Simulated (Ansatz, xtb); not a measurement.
# Ranking isomers of C3H4BrFO

3 gas-phase structures of C3H4BrFO, from a drawn sample of its isomers (lower ones may exist). Each was relaxed with GFN2-xTB:

A. `F[C@@H]1OC[C@H]1Br`, a singlet
B. `FC1(Br)COC1`, a singlet
C. `F[C@@H]1OC[C@@H]1Br`, a singlet

Problem. Estimate their order in r2SCAN-D4/def2-SVP//GFN2-xTB energy at these geometries, lowest first.

Solution. Calculated order at r2SCAN-D4/def2-SVP//GFN2-xTB: A (0.000), C (0.010), B (0.366) eV. Less than 1 kcal/mol parts A and C, so the order within that pair means little.

Energies above the lowest of each column, in eV; the last columns are at r2SCAN-D4/def2-SVP geometries:

```
structure  GFN2-xTB  HF/STO-3G  r2SCAN-D4/def2-SVP//GFN2-xTB  r2SCAN-D4/def2-SVP  CCSD(T)/def2-SVP + ΔMP2/def2-TZVPP
        A     0.000      0.000                         0.000               0.000                               0.000
        C     0.109      0.011                         0.010               0.011                               0.030
        B     0.235      0.105                         0.366               0.367                               0.386
```

Every level run on A puts it lowest or level with the lowest. ΔMP2 is the change of the MP2 energy from the smaller to the larger basis.

Programs: Ansatz 0.2.0, xtb 6.7.1.
